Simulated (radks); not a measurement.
The bismuth anion Bi3-, [Rn], held by a Watson sphere: a shell of charge +3 at radius R that stands for the Madelung well of a crystal (potential energy -3/R inside, -3/r outside, in hartree with lengths in bohr). All-electron calculation, scalar-relativistic Kohn-Sham, LDA (Slater exchange, Perdew-Wang correlation), spin-polarised, spherical densities, point nucleus. Program: a radial shooting solver on a logarithmic mesh with Libxc functionals. Response by self-consistent Sternheimer equations with the Hartree and adiabatic LDA kernel, the relativistic mass of each level held fixed and spin-orbit coupling left out. The sphere does not respond.

R (bohr),e(5d) (eV),e(6s) (eV),e(6p) (eV),<r> 6p (bohr),sum of <r^2> (bohr^2),X-ray form factor at sin(theta)/lambda = 0.2 1/angstrom,alpha (bohr^3)
2.66,-27.351,-16.575,-6.879,2.895,101.3,70.047,56.88
2.71,-27.182,-16.410,-6.806,2.915,102.2,70.031,58.50
2.88,-26.676,-15.879,-6.552,2.982,105.1,69.987,64.57
3.72,-25.155,-13.876,-5.295,3.322,121.0,69.927,108.0
4.25,-24.628,-13.044,-4.600,3.531,131.7,69.963,149.1
5.21,-24.032,-12.081,-3.596,3.889,152.4,70.049,259.2
5.75,-23.810,-11.735,-3.158,4.080,165.0,70.084,347.7
5.96,-23.737,-11.626,-3.009,4.153,170.0,70.094,388.5
